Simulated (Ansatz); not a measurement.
`CC(N)N` and `C[CH](N)[SbH2]` differ in one atom or group.

Ansatz, PBE0-D4/def2-TZVP geometries, multiplicity 1. Each molecule was computed in one conformer, which needn't be the lowest.

Elements past krypton have def2 core potentials.

```tsv
property	`CC(N)N`
HOMO energy (ωB97M-V/def2-TZVPP) / eV	-9.16
HOMO–LUMO gap (ωB97M-V/def2-TZVPP) / eV	11.55
LUMO energy (B3LYP/def2-TZVPP) / eV	0.63
HOMO–LUMO gap (PBE/def2-TZVPP) / eV	5.47
HOMO–LUMO gap (PBE0/def2-TZVPP) / eV	7.74
HOMO–LUMO gap (B3LYP/def2-TZVPP) / eV	7.17
```

Problem. Give the same properties after the change, and the shifts. (An estimate is asked.)

Solution. The calculation gave: 
| property | `C[CH](N)[SbH2]` | shift |
| --- | --- | --- |
| HOMO energy (ωB97M-V/def2-TZVPP) / eV | -8.29 | 0.87 |
| HOMO–LUMO gap (ωB97M-V/def2-TZVPP) / eV | 9.51 | -2.04 |
| LUMO energy (B3LYP/def2-TZVPP) / eV | -0.61 | -1.24 |
| HOMO–LUMO gap (PBE/def2-TZVPP) / eV | 3.95 | -1.52 |
| HOMO–LUMO gap (PBE0/def2-TZVPP) / eV | 5.81 | -1.93 |
| HOMO–LUMO gap (B3LYP/def2-TZVPP) / eV | 5.38 | -1.79 |

With PBE0 the HOMO rises by 0.56 eV and the LUMO falls by 1.36 eV, so the gap narrows by about 1.92 eV. PBE moves the HOMO by 0.24 eV and ωB97M-V by 0.87 eV.

B3LYP here is the variant with VWN-RPA as its local correlation; programs differ in this.

Spin–orbit coupling is left out; it splits and shifts lone-pair levels of the heavy atoms by tenths of an eV.
